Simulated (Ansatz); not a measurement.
CH5BOSi can be A, `O[SiH]1BC1`, or B, `B[SiH]1CO1`.

Gas-phase electronic energies from Ansatz, PBE0-D4/def2-TZVP geometries. CBS: MP2 limit from def2 TZ/QZ plus the TZ coupled-cluster correction, frozen cores. Functionals use def2-TZVPP. B3LYP here is the variant with VWN-RPA as its local correlation; programs differ in this. Each species was taken in one conformer, which may not be the lowest.

(1) Which isomer does CCSD(T)/CBS put lower? Give the gap. (An estimate is asked.)

(2) Give E(B) − E(A) in kJ/mol with LDA (SPW92), BLYP-D4, B2PLYP, CCSD(T)/def2-SVP, B3LYP, CCSD/def2-TZVPP, PBE0-D4. (Estimate.)

(3) Does the order hold for the free energy at 298.15 K (harmonic terms from PBE0-D4)? (Best estimate.)

Largest T1 diagnostic: 0.018.

## Answers

(1) Computed: A, by 99.9 kJ/mol.

(2) Ansatz gave: LDA (SPW92) 111.3, BLYP-D4 84.1, B2PLYP 93.5, CCSD(T)/def2-SVP 89.9, B3LYP 88.7, CCSD/def2-TZVPP 92.7, PBE0-D4 97.3. None reverses the order clearly.

(3) The calculation gave: Yes: G(B) − G(A) = +95.9 kJ/mol, for one conformer each.

From BLYP to BHLYP (50 % exact exchange), in def2-TZVPP and without D4, E(B) − E(A) moves by +7.0 kJ/mol. At CCSD(T), def2-SVP lies −9.9 kJ/mol from the extrapolated value and def2-TZVPP −4.1 kJ/mol.
